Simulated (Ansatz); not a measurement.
Steps of a relaxation of `O[SiH2]S[SiH](O)O` with RKS PBE0-D4/def2-TZVP.

```sh
$ ansatz run in.yaml --threads 2 --pin off --events-out ev --progress --plain --max-ram 22528MiB --backend cuda --devices 0, --max-vram 18GiB
```

```yaml
crystal:
  periodic: [false, false, false]
  atoms:
    - {symbol: O, position_ang: [-1.939020, -1.022470, -0.156390]}
    - {symbol: Si, position_ang: [-1.226230, -0.735700, -1.571870]}
    - {symbol: S, position_ang: [0.882740, -0.320650, -1.285390]}
    - {symbol: Si, position_ang: [0.877770, 0.765270, 0.545250]}
    - {symbol: O, position_ang: [-0.140250, 0.062830, 1.614240]}
    - {symbol: O, position_ang: [2.346230, 0.697900, 1.226470]}
    - {symbol: H, position_ang: [-1.511440, -0.739850, 0.659510]}
    - {symbol: H, position_ang: [-1.794580, 0.446840, -2.203790]}
    - {symbol: H, position_ang: [-1.241590, -1.951550, -2.359720]}
    - {symbol: H, position_ang: [0.433390, 2.133970, 0.353270]}
    - {symbol: H, position_ang: [0.187930, -0.097590, 2.496030]}
    - {symbol: H, position_ang: [3.125040, 0.761000, 0.682390]}
basis:
  gaussian: {orbitals: def2-TZVP}
hamiltonian: {xc: pbe0, dispersion: d4}
relax: {f_tol: 0.005, max_steps: 150}
```

Positions (Å) and forces (eV/Å) along the path, 11 of 28 steps:

```xyz
12
step=1 energy=-32822.0934 eV
O    -1.939   -1.022   -0.156   -0.564   -0.238    0.303
Si   -1.226   -0.736   -1.572    0.799    0.323    0.590
S     0.883   -0.321   -1.285    0.075    0.022    0.068
Si    0.878    0.765    0.545   -0.065   -0.382   -0.531
O    -0.140    0.063    1.614   -0.383   -0.086    0.132
O     2.346    0.698    1.226    0.218    0.019    0.302
H    -1.511   -0.740    0.660    0.122    0.044    0.133
H    -1.795    0.447   -2.204   -0.307    0.252   -0.406
H    -1.242   -1.952   -2.360   -0.110   -0.354   -0.542
H     0.433    2.134    0.353   -0.130    0.490   -0.126
H     0.188   -0.098    2.496    0.081   -0.097    0.223
H     3.125    0.761    0.682    0.265    0.008   -0.146
12
step=3 energy=-32822.1670 eV
O    -1.962   -1.052   -0.143   -0.107   -0.071    0.107
Si   -1.203   -0.728   -1.542    0.059    0.050   -0.075
S     0.906   -0.347   -1.262   -0.038   -0.076    0.021
Si    0.885    0.763    0.545   -0.040    0.074   -0.096
O    -0.146    0.087    1.635   -0.071    0.018    0.078
O     2.363    0.722    1.237    0.084    0.016    0.025
H    -1.543   -0.786    0.688    0.047    0.015   -0.083
H    -1.819    0.442   -2.221    0.029   -0.008    0.041
H    -1.262   -1.909   -2.437    0.027    0.043    0.013
H     0.438    2.151    0.298   -0.002   -0.021    0.001
H     0.195   -0.099    2.512    0.026   -0.033   -0.033
H     3.149    0.757    0.691   -0.016   -0.007    0.001
12
step=7 energy=-32822.2124 eV
O    -1.940   -1.215   -0.132    0.150    0.078    0.005
Si   -1.161   -0.737   -1.489   -0.105    0.022    0.021
S     0.955   -0.525   -1.153    0.039    0.004    0.025
Si    0.863    0.793    0.515    0.013   -0.020    0.031
O    -0.198    0.248    1.658    0.319   -0.143    0.361
O     2.335    0.841    1.233    0.074   -0.007   -0.172
H    -1.594   -0.818    0.684   -0.089   -0.065   -0.116
H    -1.686    0.567   -1.982    0.030   -0.060    0.032
H    -1.297   -1.781   -2.533   -0.001    0.048    0.078
H     0.384    2.131    0.106   -0.017   -0.063    0.015
H     0.226   -0.203    2.406   -0.268    0.187   -0.397
H     3.114    0.698    0.688   -0.145    0.018    0.117
12
step=10 energy=-32822.2304 eV
O    -1.944   -1.271   -0.151   -0.004    0.166    0.320
Si   -1.114   -0.727   -1.449    0.035   -0.017   -0.020
S     1.002   -0.642   -1.051   -0.011    0.026   -0.052
Si    0.881    0.795    0.515   -0.105    0.023    0.021
O    -0.157    0.313    1.699    0.102   -0.166    0.176
O     2.366    0.983    1.171    0.040   -0.055   -0.123
H    -1.762   -0.790    0.672   -0.042   -0.158   -0.249
H    -1.579    0.621   -1.863    0.055    0.023    0.028
H    -1.299   -1.701   -2.542    0.034   -0.033   -0.017
H     0.287    2.054    0.025    0.047   -0.003    0.009
H     0.198   -0.334    2.323   -0.107    0.151   -0.155
H     3.121    0.699    0.650   -0.043    0.042    0.063
12
step=14 energy=-32822.2358 eV
O    -1.950   -1.236   -0.137   -0.003   -0.004    0.000
Si   -1.115   -0.731   -1.450    0.000    0.010    0.002
S     1.000   -0.625   -1.066   -0.003    0.000    0.002
Si    0.869    0.793    0.517    0.003   -0.006   -0.006
O    -0.162    0.298    1.701    0.007   -0.010    0.011
O     2.358    0.970    1.165    0.003    0.001    0.001
H    -1.734   -0.770    0.679   -0.001    0.005    0.002
H    -1.563    0.617   -1.884    0.003   -0.001   -0.003
H    -1.293   -1.730   -2.522    0.001   -0.005    0.000
H     0.287    2.064    0.046   -0.003    0.000    0.001
H     0.186   -0.360    2.309   -0.007    0.004   -0.009
H     3.117    0.710    0.642   -0.001    0.004   -0.001
12
step=15 energy=-32822.2363 eV
O    -1.958   -1.214   -0.137    0.002    0.006   -0.004
Si   -1.113   -0.729   -1.451    0.003   -0.015    0.002
S     1.000   -0.632   -1.057   -0.001   -0.002    0.001
Si    0.868    0.788    0.523   -0.001    0.029   -0.003
O    -0.153    0.287    1.714   -0.002   -0.004   -0.004
O     2.360    0.980    1.160    0.000   -0.004   -0.001
H    -1.740   -0.744    0.677   -0.003    0.001    0.007
H    -1.549    0.615   -1.905   -0.004    0.009   -0.005
H    -1.291   -1.742   -2.511   -0.001    0.001   -0.001
H     0.270    2.054    0.054    0.008   -0.027    0.009
H     0.189   -0.391    2.303    0.001    0.000   -0.002
H     3.117    0.728    0.630   -0.002    0.006    0.000
12
step=16 energy=-32822.2364 eV
O    -1.971   -1.181   -0.135    0.019    0.001   -0.040
Si   -1.111   -0.729   -1.452   -0.028    0.006    0.013
S     1.000   -0.641   -1.047    0.011   -0.011   -0.010
Si    0.869    0.781    0.531   -0.014    0.009    0.003
O    -0.142    0.267    1.724    0.001    0.002    0.016
O     2.362    0.991    1.157   -0.004   -0.010   -0.006
H    -1.747   -0.708    0.675    0.004    0.003    0.020
H    -1.533    0.610   -1.935    0.000    0.000   -0.001
H    -1.294   -1.758   -2.497    0.008    0.000    0.009
H     0.251    2.039    0.068    0.010   -0.014    0.005
H     0.194   -0.431    2.292    0.000    0.010   -0.009
H     3.120    0.759    0.619   -0.007    0.005    0.000
12
step=17 energy=-32822.2365 eV
O    -1.971   -1.172   -0.135    0.015    0.019   -0.017
Si   -1.110   -0.724   -1.453   -0.011   -0.032   -0.006
S     1.001   -0.645   -1.046   -0.014    0.015    0.008
Si    0.866    0.776    0.532    0.023   -0.003   -0.002
O    -0.141    0.265    1.730    0.007   -0.014    0.013
O     2.361    0.989    1.154    0.010   -0.005    0.008
H    -1.745   -0.701    0.677   -0.002   -0.006    0.003
H    -1.532    0.613   -1.944    0.008   -0.008    0.006
H    -1.286   -1.760   -2.491   -0.011    0.009    0.001
H     0.245    2.032    0.070   -0.004    0.002   -0.004
H     0.195   -0.438    2.294   -0.004    0.017   -0.013
H     3.118    0.765    0.611   -0.017    0.006    0.003
12
step=21 energy=-32822.2368 eV
O    -1.976   -1.160   -0.138    0.003    0.004    0.001
Si   -1.112   -0.724   -1.456    0.002    0.000    0.001
S     0.999   -0.650   -1.043   -0.001    0.001    0.002
Si    0.866    0.771    0.535   -0.002   -0.005   -0.006
O    -0.140    0.259    1.734    0.007    0.000    0.002
O     2.360    0.981    1.160    0.015   -0.008   -0.006
H    -1.738   -0.701    0.677   -0.003   -0.003   -0.004
H    -1.525    0.612   -1.954    0.000   -0.002    0.001
H    -1.294   -1.763   -2.492   -0.003    0.001    0.000
H     0.245    2.026    0.071   -0.002    0.005   -0.002
H     0.200   -0.438    2.301   -0.001    0.001    0.000
H     3.117    0.787    0.606   -0.015    0.006    0.011
12
step=22 energy=-32822.2368 eV
O    -1.978   -1.156   -0.139    0.001    0.001    0.002
Si   -1.113   -0.724   -1.457    0.004    0.001    0.001
S     0.998   -0.652   -1.043   -0.001    0.000    0.001
Si    0.865    0.769    0.536   -0.004   -0.002   -0.005
O    -0.140    0.257    1.735    0.007    0.001    0.000
O     2.359    0.978    1.162    0.018   -0.008   -0.011
H    -1.737   -0.699    0.677   -0.002   -0.002   -0.004
H    -1.522    0.612   -1.957   -0.001   -0.001    0.000
H    -1.295   -1.763   -2.491   -0.002    0.000    0.000
H     0.244    2.023    0.071   -0.001    0.003   -0.002
H     0.202   -0.439    2.303   -0.001    0.000    0.001
H     3.116    0.794    0.603   -0.017    0.006    0.015
12
step=28 energy=-32822.2368 eV
O    -1.979   -1.161   -0.140    0.000    0.000   -0.001
Si   -1.113   -0.724   -1.456    0.000   -0.001    0.000
S     0.998   -0.659   -1.041   -0.001    0.000    0.000
Si    0.867    0.765    0.534   -0.003    0.001    0.000
O    -0.139    0.259    1.735    0.001   -0.001    0.001
O     2.359    0.972    1.165    0.002    0.000    0.000
H    -1.743   -0.704    0.676    0.000    0.001    0.000
H    -1.520    0.615   -1.950    0.000    0.001    0.001
H    -1.299   -1.758   -2.495    0.000    0.000    0.000
H     0.249    2.020    0.064    0.001   -0.003    0.000
H     0.201   -0.435    2.306    0.000    0.001   -0.001
H     3.119    0.810    0.603   -0.001    0.000    0.000
```

Hardware: 2 threads of an AMD EPYC 7R13 on a shared host and a share of an NVIDIA H100 80 GB. Wall time 58 s, peak host memory 0.93 GiB.
